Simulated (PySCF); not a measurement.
H4O4Ti, triplet, at the geometry of the source list (the multiplicity is a formal guess) (in this run its highest filled SCF level lies above zero, so its values depend strongly on the basis, on diffuse functions most of all), atoms displaced at random by about 0.08 Å a coordinate; PBE0/STO-3G, gradient in PySCF.

PySCF was given this input:
```python
from pyscf import gto, scf, dft

mol = gto.M(
    atom='''
Ti   -0.033733   -0.068964   -0.186799
O     1.247517   -0.355131   -0.966425
H     2.218242   -0.326038   -1.075093
O     0.592483    0.070281    1.508593
H     0.460435    0.773533    1.992892
O    -0.603911    1.500426   -0.560550
H    -1.462224    1.539456   -1.378616
O    -1.138146   -1.286095   -0.235014
H    -1.471224   -1.947022    0.533657
''',
    basis='sto-3g',
    charge=0,
    spin=2,
    verbose=4,
)

mf = dft.UKS(mol)
mf.xc = 'pbe0'
mf.conv_tol = 1e-6
mf.kernel()
g = mf.nuc_grad_method()
grad = g.kernel()
```

The log (banner, timings and long lists left out):

```
PySCF version 2.14.0

[INPUT] verbose = 4
[INPUT] num. atoms = 9
[INPUT] num. electrons = 58
[INPUT] charge = 0
[INPUT] spin (= nelec alpha-beta = 2S) = 2
[INPUT] symmetry False subgroup None
[INPUT] Mole.unit = angstrom
[INPUT] Symbol           X                Y                Z      unit          X                Y                Z       unit  Magmom
[INPUT]  1 Ti    -0.033733000000  -0.068964000000  -0.186799000000 AA   -0.063746131360  -0.130323072455  -0.352998950343 Bohr   0.0
[INPUT]  2 O      1.247517000000  -0.355131000000  -0.966425000000 AA    2.357465465739  -0.671100328343  -1.826278569933 Bohr   0.0
[INPUT]  3 H      2.218242000000  -0.326038000000  -1.075093000000 AA    4.191869858007  -0.616122526201  -2.031631328437 Bohr   0.0
[INPUT]  4 O      0.592483000000   0.070281000000   1.508593000000 AA    1.119630603461   0.132811841761   2.850827603436 Bohr   0.0
[INPUT]  5 H      0.460435000000   0.773533000000   1.992892000000 AA    0.870096048164   1.461765518313   3.766020075837 Bohr   0.0
[INPUT]  6 O     -0.603911000000   1.500426000000  -0.560550000000 AA   -1.141226393612   2.835394210177  -1.059285979125 Bohr   0.0
[INPUT]  7 H     -1.462224000000   1.539456000000  -1.378616000000 AA   -2.763202892766   2.909150220818  -2.605206670943 Bohr   0.0
[INPUT]  8 O     -1.138146000000  -1.286095000000  -0.235014000000 AA   -2.150784229769  -2.430367320173  -0.444112095439 Bohr   0.0
[INPUT]  9 H     -1.471224000000  -1.947022000000   0.533657000000 AA   -2.780210427887  -3.679338338503   1.008465574457 Bohr   0.0

nuclear repulsion = 350.050694839935
number of shells = 24
number of NR pGTOs = 126
number of NR cGTOs = 42
basis = sto-3g
ecp = {}

******** <class 'pyscf.dft.uks.UKS'> ********
method = UKS
initial guess = minao
damping factor = 0
level_shift factor = 0
DIIS = <class 'pyscf.scf.diis.CDIIS'>
diis_start_cycle = 1
diis_space = 8
diis_damp = 0
SCF conv_tol = 1e-06
SCF conv_tol_grad = None
SCF max_cycles = 50
direct_scf = True
direct_scf_tol = 1e-13
number electrons alpha = 30  beta = 28
XC library pyscf.dft.libxc version 7.1.2
    S. Lehtola, C. Steigemann, M. J. T. Oliveira, and M. A. L. Marques,  SoftwareX 7, 1–5 (2018)
XC functionals = pbe0
    C. Adamo and V. Barone,  J. Chem. Phys. 110, 6158 (1999)
    M. Ernzerhof and G. E. Scuseria,  J. Chem. Phys. 110, 5029 (1999)
radial grids:
    Treutler-Ahlrichs [JCP 102, 346 (1995); DOI:10.1063/1.469408] (M4) radial grids

becke partition: Becke, JCP 88, 2547 (1988); DOI:10.1063/1.454033
pruning grids: <function nwchem_prune>
grids dens level: 3
symmetrized grids: False
atomic radii adjust function: <function treutler_atomic_radii_adjust>
small_rho_cutoff = 0
Set gradient conv threshold to 0.001
tot grids = 116464
init E= -1139.27095672886

cycle= 1 E= -1138.9607284383  delta_E= 0.31  |g|= 0.619  |ddm|=  3.2

cycle= 2 E= -1138.63129710441  delta_E= 0.329  |g|= 0.946  |ddm|= 2.52

cycle= 3 E= -1139.06506819661  delta_E= -0.434  |g|= 0.542  |ddm|= 2.21

cycle= 4 E= -1139.27165498154  delta_E= -0.207  |g|= 0.086  |ddm|= 0.989

cycle= 5 E= -1139.27425277336  delta_E= -0.0026  |g|= 0.08  |ddm|= 0.207

cycle= 6 E= -1139.28038743053  delta_E= -0.00613  |g|= 0.0271  |ddm|= 0.244

cycle= 7 E= -1139.28188978188  delta_E= -0.0015  |g|= 0.0225  |ddm|= 0.162

cycle= 8 E= -1139.28252160949  delta_E= -0.000632  |g|= 0.0118  |ddm|= 0.0787

cycle= 9 E= -1139.28286734162  delta_E= -0.000346  |g|= 0.00436  |ddm|= 0.0952

cycle= 10 E= -1139.28290601037  delta_E= -3.87e-05  |g|= 0.00189  |ddm|= 0.0276

cycle= 11 E= -1139.28291244294  delta_E= -6.43e-06  |g|= 0.0011  |ddm|= 0.00988

cycle= 12 E= -1139.28291492714  delta_E= -2.48e-06  |g|= 0.000261  |ddm|= 0.00676

cycle= 13 E= -1139.28291567325  delta_E= -7.46e-07  |g|= 0.00019  |ddm|= 0.00373

Extra cycle  E= -1139.28291591287  delta_E= -2.4e-07  |g|= 0.000196  |ddm|= 0.00132
converged SCF energy = -1139.28291591287  <S^2> = 2.0055209  2S+1 = 3.0036783

******** <class 'pyscf.grad.uks.Gradients'> for <class 'pyscf.dft.uks.UKS'> ********
unit = Eh/Bohr
grid_response = False
--------------- UKS gradients ---------------
         x                y                z
0 Ti     0.1005047641    -0.0625289400    -0.2218762710
1 O    -0.2478129363     0.0503239233     0.1622859037
2 H    -0.0244734307     0.0072655249     0.0134492109
3 O    -0.0254807209     0.1967318902     0.1293531595
4 H     0.0322681988    -0.1864793555    -0.1261115737
5 O    -0.0363238071    -0.1013487530    -0.0579193634
6 H     0.0974456362    -0.0147875795     0.1033051571
7 O     0.1105016887     0.1407279273    -0.0502850113
8 H    -0.0066229118    -0.0300692716     0.0477431770
----------------------------------------------
```
